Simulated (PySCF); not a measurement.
**SeNCl₃: from structure and modes to constants**

Level of theory: PySCF, B3LYP, basis Se def2-SVP, N def2-SVP, Cl def2-SVP (no relativity, density fitting).

The singlet minimum has C3v symmetry. Masses (u): Se 79.91652, N 14.00307, Cl 34.96885.

```xyz
5
charge 0 multiplicity 1, angstrom
Se    0.0000   -0.4128   -0.2920
N     0.0000   -1.7154   -1.2134
Cl    1.6827   -0.0176    1.1775
Cl   -1.6827   -0.0176    1.1775
Cl    0.0000    1.6655   -1.2019
```

Harmonic wavenumbers (cm⁻¹): 130.3 (e, ×2), 177.2 (a1, ×1), 208.2 (e, ×2), 322.9 (e, ×2), 325.3 (a1, ×1), 1113.6 (a1, ×1).

Question: Find the principal moments of inertia and the rotational constants. What kind of rotor is it?

Answer: About the centre of mass I = 326.76, 326.76, 396.04 u Å². With B = 16.8576/I this gives 0.05159, 0.05159, 0.04257 cm⁻¹. The molecule is an oblate symmetric top.

Question: What is the harmonic zero-point energy?

Answer: Half the sum of all 9 wavenumbers, 2939/2 = 1469 cm⁻¹, which is 17.6 kJ/mol (1 cm⁻¹ = 0.0119627 kJ/mol).

Question: Find the vibrational entropy and heat capacity at 298.15 K.

Answer: With u = 1.43878 ω/T, each mode gives S = R[u/(eᵘ−1) − ln(1−e⁻ᵘ)] and C = R u² eᵘ/(eᵘ−1)².
| ω (cm⁻¹) | u | S (J/(mol K)) | C (J/(mol K)) |
| --- | --- | --- | --- |
| 130.3 (×2) | 0.629 | 12.31 | 8.05 |
| 177.2 | 0.855 | 9.87 | 7.83 |
| 208.2 (×2) | 1.005 | 8.62 | 7.65 |
| 322.9 (×2) | 1.558 | 5.42 | 6.82 |
| 325.3 | 1.570 | 5.37 | 6.80 |
| 1113.6 | 5.374 | 0.25 | 1.12 |
The sums over all modes are S = 68.2 and C = 60.8 J/(mol K); the softest mode gives 18 % of the entropy (each member, where degenerate).

Question: Give the standard entropy (298.15 K, 1 bar) by its translational, rotational, vibrational and spin parts, and Cp.

Answer: Sackur–Tetrode with M = 198.83 u gives 174.9; rotation with symmetry number 3 gives 112.4; vibration 68.2; spin R ln 1 = 0.0. The total is 355.4 J/(mol K), and Cp = 4 R + 60.8 = 94.0 J/(mol K).

Other isomers or separated fragments may lie lower.
